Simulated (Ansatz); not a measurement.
```yaml
crystal:
  periodic: [false, false, false]
  atoms:
    - {symbol: O, position_ang: [-0.977354, 0.117879, -1.430613]}
    - {symbol: Al, position_ang: [-0.101313, -0.611181, -0.156367]}
    - {symbol: O, position_ang: [1.422772, -1.295616, -0.517483]}
    - {symbol: O, position_ang: [-0.981426, -1.188176, 1.190985]}
    - {symbol: Se, position_ang: [0.870351, 1.570702, 1.046965]}
    - {symbol: H, position_ang: [-1.932737, 0.125515, -1.418153]}
    - {symbol: H, position_ang: [1.709971, -1.395927, -1.423132]}
    - {symbol: H, position_ang: [-0.651223, -1.913719, 1.717644]}
    - {symbol: H, position_ang: [-0.428729, 2.239960, 1.189506]}
    - {symbol: H, position_ang: [1.152788, 2.299364, -0.196352]}
basis:
  gaussian: {orbitals: ANO-RCC-VTZP}
hamiltonian: {xc: {name: HF}}
correlation: {active_space: {window: {electrons: 6, orbitals: 2}}}
accuracy: high
```

```sh
$ ansatz run in.yaml --threads 4 --pin off --events-out ev --progress --plain --max-ram 10444MiB
```

(1) How does Ansatz answer? (An estimate is asked.)

Results:

(1) Ansatz gave: The run stopped with an error.
```
Functional definition: HF
4540 factors; integrals over basis functions are off by at most 4.5e-9 eV
mean field evaluation 1: about -78862.0084 eV, gradient 6.6e1 eV
mean field evaluation 2: about -78862.1551 eV, gradient 6.6e1 eV
mean field evaluation 4: about -78870.1250 eV, gradient 3.5e0 eV
mean field evaluation 8: about -78870.2079 eV, gradient 2.3e-1 eV
mean field evaluation 16: about -78870.2083 eV, gradient 2.3e-8 eV
mean field -78870.20829004 eV, -2898.4266945116 hartree, gradient 2.4e-8 eV, S^2 0.000000; 0 other end points of the search recorded, 0 dependent functions left out
reference -78870.20829004 eV, -2898.4266945116 hartree; 38, 38 occupied and 199, 199 virtual orbitals, 4540 factors
Error: 6 electrons in 2 orbitals form no window around the highest filled level of the reference
```
